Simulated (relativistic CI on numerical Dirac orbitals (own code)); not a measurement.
How well does a small relativistic CI reproduce Ga VI?

Computed by Dirac-Coulomb-Breit CI, orbitals from a KLI potential per configuration, model QED (radiative potential, 1s self-energy scaled to tabulated hydrogen-like ionisation energies), valence Slater integrals scaled by 0.85, P86 correlation energy added to each configuration (own radial code, finite nucleus).

Configurations in the expansion (outside the closed core [Ne]): 3s2 3p6 3d8, 3s2 3p6 3d7 4s, 3s2 3p6 3d7 4p, 3s2 3p5 3d9, 3s2 3p6 3d7 4d, 3s2 3p6 3d7 5s, 3s2 3p6 3d7 5p, 3s2 3p4 3d10, 3s2 3p6 3d7 4f, 3s2 3p6 3d6 4s2, 3s 3p6 3d9, 3s2 3p6 3d7 5d, 3s2 3p6 3d7 6s, 3s2 3p6 3d7 6p, 3s2 3p6 3d7 5f, 3s2 3p6 3d7 5g, 3s2 3p6 3d6 4s 4p, 3s2 3p6 3d7 6d, 3s2 3p6 3d6 4p2, 3s2 3p6 3d6 4s 4d, 3s2 3p5 3d8 4s, 3s2 3p6 3d6 4p 4d. Levels of other configurations are missing.

| Configuration | Term (tabulated) | J | Measured (cm⁻¹) | Computed | Error | Purity (%) |
| --- | --- | --- | --- | --- | --- | --- |
| 3s2 3p6 3d8 | 3F | 4 | 0.0 | 0 | 0 | 100 |
| 3s2 3p6 3d8 | 3F | 3 | 3193.3 | 3136 | -57 | 100 |
| 3s2 3p6 3d8 | 3F | 2 | 5164.0 | 5029 | -135 | 97 |
| 3s2 3p6 3d8 | 1D | 2 | 20531.6 | 18520 | -2011 | 76 |
| 3s2 3p6 3d8 | 3P | 2 | 25683.2 | 23810 | -1873 | 79 |
| 3s2 3p6 3d8 | 3P | 1 | 26123.7 | 24348 | -1776 | 100 |
| 3s2 3p6 3d8 | 3P | 0 | 26607.4 | 24787 | -1820 | 99 |
| 3s2 3p6 3d8 | 1G | 4 | 34249.4 | 32384 | -1866 | 100 |
| 3s2 3p6 3d8 | 1S | 0 | 78106.2 | 69453 | -8653 | 99 |
| 3s2 3p6 3d7 4s | 5F | 5 | 290618.2 | 293283 | 2665 | 99 |
| 3s2 3p6 3d7 4s | 5F | 4 | 292766.3 | 295388 | 2622 | 98 |
| 3s2 3p6 3d7 4s | 5F | 3 | 294471.9 | 297071 | 2600 | 99 |
| 3s2 3p6 3d7 4s | 5F | 2 | 295691.7 | 298276 | 2584 | 99 |
| 3s2 3p6 3d7 4s | 5F | 1 | 296472.6 | 299049 | 2577 | 99 |
| 3s2 3p6 3d7 4s | 3F | 4 | 301417.4 | 303145 | 1728 | 97 |
| 3s2 3p6 3d7 4s | 3F | 3 | 304315.6 | 305994 | 1679 | 98 |
| 3s2 3p6 3d7 4s | 3F | 2 | 306203.6 | 307853 | 1649 | 98 |
| 3s2 3p6 3d7 4s | 5P | 3 | 315882.7 | 318563 | 2680 | 99 |
| 3s2 3p6 3d7 4s | 5P | 2 | 316294.3 | 319081 | 2787 | 93 |
| 3s2 3p6 3d7 4s | 5P | 1 | 317488.8 | 320210 | 2721 | 95 |
| 3s2 3p6 3d7 4s | 3G | 5 | 320898.8 | 321654 | 755 | 94 |
| 3s2 3p6 3d7 4s | 3G | 4 | 321960.7 | 322672 | 711 | 87 |
| 3s2 3p6 3d7 4s | 3G | 3 | 323491.8 | 324245 | 753 | 99 |
| 3s2 3p6 3d7 4s | 3P † | 2 | 325408.1 | 330244 | 4836 | 78 |
| 3s2 3p6 3d7 4s | 3P † | 1 | 325534.2 | 327975 | 2441 | 79 |
| 3s2 3p6 3d7 4s | 3P † | 0 | 326334.7 | 333494 | 7160 | 100 |
| 3s2 3p6 3d7 4s | 1G | 4 | 327159.5 | 327494 | 335 | 81 |
| 3s2 3p6 3d7 4s | 3P † | 2 | 327438.9 | 327648 | 209 | 93 |
| 3s2 3p6 3d7 4s | 3P † | 1 | 328609.6 | 331449 | 2840 | 77 |
| 3s2 3p6 3d7 4s | 3H | 6 | 330355.3 | 329856 | -499 | 100 |
| 3s2 3p6 3d7 4s | 3P † | 0 | 330724.3 | 328959 | -1765 | 100 |
| 3s2 3p6 3d7 4s | 3D | 3 | 331283.5 | 333139 | 1855 | 99 |
| 3s2 3p6 3d7 4s | 3H | 5 | 331468.2 | 330955 | -514 | 91 |
| 3s2 3p6 3d7 4s | 3D | 2 | 333121.7 | 335026 | 1904 | 69 |
| 3s2 3p6 3d7 4s | 3H | 4 | 333146.0 | 332698 | -448 | 87 |
| 3s2 3p6 3d7 4s | 1H | 5 | 336722.0 | 335832 | -890 | 92 |
| 3s2 3p6 3d7 4s | 1D | 2 | 338579.5 | 340119 | 1540 | 76 |
| 3s2 3p6 3d7 4s | 3F | 2 | 353118.1 | 353873 | 755 | 99 |
| 3s2 3p6 3d7 4s | 3F | 3 | 353484.3 | 354229 | 745 | 98 |
| 3s2 3p6 3d7 4s | 3F | 4 | 354120.4 | 354859 | 739 | 99 |
| 3s2 3p6 3d7 4s | 1F | 3 | 359164.4 | 359274 | 110 | 98 |
| 3s2 3p6 3d7 4s | 3D | 2 | 386736.8 | 386624 | -112 | 98 |
| 3s2 3p6 3d7 4s | 3D | 3 | 387630.8 | 387477 | -154 | 99 |
| 3s2 3p6 3d7 4p | 5F° | 5 | 389982.7 | 391185 | 1202 | 85 |
| 3s2 3p6 3d7 4p | 5F° | 3 | 391766.2 | 392893 | 1127 | 60 |
| 3s2 3p6 3d7 4s | 1D | 2 | 392566.6 | 391817 | -749 | 98 |
| 3s2 3p6 3d7 4p | 5F° | 2 | 393529.7 | 394652 | 1122 | 75 |
| 3s2 3p6 3d7 4p | 5F° | 1 | 394800.7 | 395895 | 1095 | 88 |
| 3s2 3p6 3d7 4p | 5G° | 6 | 395468.8 | 396726 | 1257 | 99 |
| 3s2 3p6 3d7 4p | 5D° | 3 | 395680.0 | 396735 | 1055 | 56 |
| 3s2 3p6 3d7 4p | 5G° | 5 | 395852.3 | 397051 | 1199 | 62 |
| 3s2 3p6 3d7 4p | 5G° † | 4 | 397051.5 | 398237 | 1185 | 65 |
| 3s2 3p6 3d7 4p | 5G° † | 2 | 397186.4 | 399340 | 2154 | 71 |
| 3s2 3p6 3d7 4p | 5G° † | 3 | 397796.8 | 398987 | 1191 | 67 |
| 3s2 3p6 3d7 4p | 5D° † | 2 | 398136.8 | 398247 | 110 | 66 |
| 3s2 3p6 3d7 4p | 5D° † | 1 | 398298.7 | 399236 | 937 | 90 |
| 3s2 3p6 3d7 4p | 3G° | 5 | 400532.9 | 401513 | 980 | 71 |
| 3s2 3p6 3d7 4p | 3F° | 4 | 401119.8 | 401749 | 629 | 87 |
| 3s2 3p6 3d7 4p | 3F° | 3 | 403397.9 | 403961 | 563 | 74 |
| 3s2 3p6 3d7 4p | 3G° | 4 | 403630.9 | 404512 | 881 | 85 |
| 3s2 3p6 3d7 4p | 3D° | 3 | 405118.4 | 405681 | 562 | 76 |
| 3s2 3p6 3d7 4p | 3F° | 2 | 405283.3 | 405834 | 550 | 85 |
| 3s2 3p6 3d7 4p | 3G° | 3 | 405788.3 | 406593 | 804 | 90 |
| 3s2 3p6 3d7 4p | 3D° | 2 | 406689.7 | 407414 | 724 | 79 |
| 3s2 3p6 3d7 4p | 5S° | 2 | 406843.7 | 407792 | 948 | 89 |

Measured levels from Shirai, Reader, Kramida and Sugar, J. Phys. Chem. Ref. Data 36, 509 (2007); pairs were made by configuration, J and term (by order where the table uses no LS term), so strongly mixed levels may be paired wrongly.

Mean error by configuration (cm⁻¹): 3s2 3p6 3d8 -2274; 3s2 3p6 3d7 4s 1142; 3s2 3p6 3d7 4p 919. Over the excited levels the mean absolute error is 1373 cm⁻¹ (64 of the 69 excited levels that our extract of the source holds in range could be paired, and the others can miss by more), and the median relative error of those above 1,000 cm⁻¹ is 0.29 %. † marks terms whose computed intervals miss the measured ones by more than a factor of 2.5, or configurations far off the rest, from wrong mixing, a near crossing or a doubtful label or measurement; they are left out of the means.
